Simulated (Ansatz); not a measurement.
Coupled-cluster diagnostics for Cu₃⁻ (the lowest singlet isomer of a short search), Ansatz.

Geometry of the singlet (r2SCAN-D4/def2-TZVPD):

```xyz
3

Cu   -1.7559    1.2695    0.8148
Cu    1.7559   -1.2695   -0.8149
Cu    0.0000    0.0000    0.0001
```

Correlated methods freeze 27 core orbitals. The structure comes from a short search, and lower isomers may exist.

Problem. Estimate the CCSD(T) correlation energy, the shares of MP2 and (T), T1 and the reference's ⟨S²⟩ for: charge -1, singlet, own geometry in def2-TZVPPD; and the rough time on 4 threads of Arm Neoverse N1 on a shared host.

Solution. 
```csv
state,basis,correlation (eV),MP2 share (%),(T) share (%),T1,⟨S²⟩ (pure),wall time,remarks
"charge -1, singlet, own geometry",def2-TZVPPD,-39.117,108.7,5.0,0.033,0.00 (0.00),22 s,restricted SCF unstable
```
Customary marks for T1 are 0.02 (closed shells), 0.045 (open shells) and about 0.05 (3d metals). T1 exceeds 0.02 in 1 of 1 rows and 0.045 in 0; the higher it lies, the less the single-reference result can be trusted.
